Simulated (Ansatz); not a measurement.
Si(NCS)H3 (CH₃NSSi). The state is a triplet with charge 0. Geometry PBE-D4/def2-SVP, that of the neutral singlet; atoms count from 1.

```xyz
7

Si   -0.090   -1.082    0.215
N     0.056    0.614   -0.115
C     0.152    1.794   -0.354
S     0.277    3.342   -0.668
H    -1.515   -1.384    0.579
H     0.819   -1.435    1.356
H     0.301   -1.850   -1.013
```

At PBE0-D4/def2-TZVP a singlet of charge 0 lies 4.35 eV below the triplet at the same geometry.

(1) Estimate the Mulliken populations from the PBE0/def2-TZVP orbitals of Ansatz.

(2) Where does the spin sit?

(3) And the Mayer bond orders between heavy atoms (over 0.3)?

Results:

(1) 
```json
{"atom": "Si1", "charge (e)": "0.21", "spin (α − β)": "0.05"}
{"atom": "N2", "charge (e)": "-0.15", "spin (α − β)": "0.48"}
{"atom": "C3", "charge (e)": "-0.01", "spin (α − β)": "0.47"}
{"atom": "S4", "charge (e)": "0.00", "spin (α − β)": "0.92"}
{"atom": "H5", "charge (e)": "-0.02", "spin (α − β)": "0.04"}
{"atom": "H6", "charge (e)": "-0.01", "spin (α − β)": "0.00"}
{"atom": "H7", "charge (e)": "-0.02", "spin (α − β)": "0.04"}
```
Mulliken values depend strongly on the basis.

(2) Summed by element: Si 0.05, N 0.48, C 0.47, S 0.92, H 0.08, of 2 unpaired in all. Largest on single atoms: S4 0.92, N2 0.48, C3 0.47.

(3) Si1–N2 1.17 (1.73 Å); N2–C3 1.83 (1.21 Å); C3–S4 1.65 (1.58 Å).
